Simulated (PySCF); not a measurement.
C₃H₇N, SMILES C/C=N\C.

Geometry optimised at r2SCAN-D4/def2-SVP. The structure was generated by enumeration; whether it is a known compound was not checked.

Computed with TDDFT-CAM-B3LYP/def2-SVPD run with PySCF.

Vertical excitations.  State labels are in the subgroup Cs.

Task: Estimate the UV-visible absorptions. (An estimate is asked for; the answer gives what the named calculation found.)

Result: 
```csv
state,symmetry,energy (eV),λ (nm),f,main pairs
S1,A",5.04,246,0.002,HOMO→LUMO 98 %
S2,A',6.81,182,0.019,HOMO→LUMO+1 90 %
S3,A',7.63,162,0.005,"HOMO→LUMO+3 58 %, HOMO→LUMO+2 34 %"
S4,A',7.82,159,0.213,"HOMO−1→LUMO 62 %, HOMO→LUMO+3 16 %, HOMO→LUMO+2 13 %"
S5,A",7.90,157,0.005,HOMO−1→LUMO+1 93 %
S6,A',7.99,155,0.182,"HOMO→LUMO+2 47 %, HOMO−1→LUMO 29 %, HOMO→LUMO+3 14 %"
S7,A',8.75,142,0.093,HOMO→LUMO+4 88 %
S8,A",8.76,142,0.022,"HOMO−1→LUMO+3 52 %, HOMO−1→LUMO+2 43 %"
T1,A",4.24,292,0,HOMO→LUMO 97 %
T2,A',4.82,257,0,HOMO−1→LUMO 92 %
T3,A',6.71,185,0,HOMO→LUMO+1 88 %
T4,A',7.47,166,0,"HOMO→LUMO+3 61 %, HOMO→LUMO+2 31 %"
```
Triplets are in the Tamm–Dancoff approximation, which puts them higher than full response would, so one can lie above its singlet here.
